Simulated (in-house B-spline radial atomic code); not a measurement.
## RPA and G0W0 on r2SCAN: Ne IV (Ne3+)

Configuration [He] 2s2 2p3, highest spin, mean-field start r2SCAN. Computed with an all-electron radial atomic-structure program (B-spline basis): all electrons, non-relativistic, point nucleus, each spin shell either full or empty, empty states to l = 9 with an (l + 1/2)⁻⁴ tail; G0W0 by contour deformation at full frequency.

Command:
```bash
python run_gw.py task.json out
```
Settings (radii: box in bohr, nucleus in fm):
```
Z                        10
electrons                7
configuration            [He] 2s2 2p3
hamiltonian              nr
method                   r2scan
lmax                     9
spin_polarised           True
box_radius               14.14
intervals                46
```

Cost of the run: 0.6 s on 1 thread of Intel(R) Xeon(R) 6975P-C (shared host).

Energies (hartree):

```tsv
term	value
mean-field total	-124.29554
Hartree-Fock functional on these orbitals	-124.10735
direct second order	-0.40532
second-order exchange	0.19181
SOSEX correction	0.17083
```

Q: What is the RPA correlation energy, and what remains with SOSEX?

A: RPA gives -0.35662 hartree (-1.39 eV per electron); RPA + SOSEX gives -0.18579, and the second-order doubles -0.21351 hartree (no singles). SOSEX takes back 48 % of the RPA value.

Quasi-particle levels (eV):

```json
{"level": "2p up", "occupied": "yes", "mean field": "-85.29", "Σx - vxc": "-13.21", "Σc": "?", "QP weight": "?", "G0W0": "?"}
{"level": "2s down", "occupied": "yes", "mean field": "-98.02", "Σx - vxc": "-8.83", "Σc": "-2.16", "QP weight": "0.956", "G0W0": "-109.00"}
{"level": "2p down", "occupied": "no", "mean field": "-73.27", "Σx - vxc": "13.88", "Σc": "-4.06", "QP weight": "0.960", "G0W0": "-63.44"}
```

G0W0 = mean field + (Σx - vxc) + Σc, with Σc (partial-wave tail included) taken at the quasi-particle energy. Levels of low weight are left out.

Q: Where does G0W0 put 2p up?

A: At -96.92 eV, with Σc = 1.58 eV and a quasi-particle weight of 0.950. The tabulated removal energy is 97.190 ± 0.0025 eV (NIST, semi-empirical).
